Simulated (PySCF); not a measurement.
# C₆ coefficients of unlike pairs at PBE

Calculated with PySCF 2.14 from the dipole response of each species, C₆(A,B) = (3/π) ∫ α_A(iu) α_B(iu) du, in atomic units, from isotropic polarisabilities. For ions this is the dispersion term alone; charge-induced terms of lower order in 1/R come first.

| species | configuration | basis | relativity | α (bohr³) | C₆ (like pair) |
| --- | --- | --- | --- | --- | --- |
| Be | [He] 2s2 (1S) | aug-cc-pCVDZ (5s4p2d) | none | 42.44 | 255.9 |
| I(3+) | [Kr] 4d10 5s2 5p2 (3P) | def2-TZVPPD with the def2 core potential (28 electrons) (7s6p4d2f) | core potential | 10.01 | 56.07 |
| Tc(2+) | [Kr] 4d5 (6S) | aug-cc-pwCVTZ-PP with ECP28MDF (8s8p7d4f3g) | core potential | 9.364 | 50.33 |
| Ar(2+) | [Ne] 3s2 3p4 (3P) | dyall-acv3z (19s12p6d4f) | spin-free X2C | 4.819 | 16.92 |

Problem. Estimate C₆ for Ar(2+) with Tc(2+).

Solution. The integral gives 29.09. The combination rule 2 C_A C_B / (C_A α_B/α_A + C_B α_A/α_B) gives 28.97 and the geometric mean 29.18.

No spin-orbit coupling is included.

The other pairs:

```json
{"pair": "Tc(2+), Be", "C₆": "88.86"}
{"pair": "I(3+), Be", "C₆": "95.70"}
{"pair": "Tc(2+), I(3+)", "C₆": "53.01"}
{"pair": "Ar(2+), I(3+)", "C₆": "30.61"}
{"pair": "Ar(2+), Be", "C₆": "48.85"}
```
